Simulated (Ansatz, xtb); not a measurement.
## Relative energy of two structures of CuGeO+

Structure I is a singlet given by its coordinates and structure II is a singlet given by its coordinates. Both are isolated ions in the gas phase, relaxed with r2SCAN-D4/def2-TZVP.

I (Å):

```xyz
3

Cu    0.0000    0.0000   -2.0467
Ge    0.0000    0.0000    0.2219
O     0.0000    0.0000    1.8248
```

Close contacts (Å): Cu1–Ge2 2.27, Ge2–O3 1.60.

II (Å):

```xyz
3

Cu    0.0000    0.0000   -1.7644
Ge    0.0000    0.0000    1.7114
O     0.0000    0.0000    0.0529
```

Close contacts (Å): Cu1–O3 1.82, Ge2–O3 1.66.

Estimate which is lower in electronic energy at CCSD(T)/def2-TZVPP, and by roughly how much.

The CCSD(T)/def2-TZVPP calculation puts structure II lower, by 149.9 kJ/mol.

How the difference moves with the method:

```tsv
level	geometry	E(II) − E(I) (kJ/mol)	departure from the last row (kJ/mol)	job, with rough time for the two
GFN2-xTB	GFN2-xTB	−165.4	−15.6	optimisation, 0.14 s
HF/STO-3G	GFN2-xTB	−372.4	−222.6	single point, 19 s
r2SCAN-D4/def2-SVP	GFN2-xTB	−156.6	−6.7	single point, 2.7 s
r2SCAN-D4/def2-TZVP	r2SCAN-D4/def2-TZVP	−146.4	+3.4	optimisation, 21 s
HF/def2-TZVPP	r2SCAN-D4/def2-TZVP	−224.0	−74.2	part of the CCSD(T) run
MP2/def2-TZVPP	r2SCAN-D4/def2-TZVP	−136.8	+13.1	part of the CCSD(T) run
CCSD(T)/def2-TZVPP	r2SCAN-D4/def2-TZVP	−149.9		single point, 30 s
```

None of the levels shown reverses the order. The largest departure from CCSD(T)/def2-TZVPP is that of HF/STO-3G, 222.6 kJ/mol.

With harmonic frequencies from r2SCAN-D4/def2-TZVP (ideal gas, rigid rotor, one conformer each, 298.15 K, 1 atm): on the last row, ΔE + ΔZPE = −149.8, ΔH = −150.0, ΔG = −150.6 kJ/mol.

The T1 diagnostic of structures I and II is large, so the coupled-cluster value is less sure. The correlated steps freeze 15 core orbitals; the filled d shell of Ge is correlated; the last core shell of Cu is correlated, in a basis made for valence electrons. Programs: Ansatz 0.2.0, xtb 6.7.1; the last row on 2 threads of Intel(R) Xeon(R) Platinum 8259CL CPU @ 2.50GHz (Skylake/Cascade Lake) on a shared host.
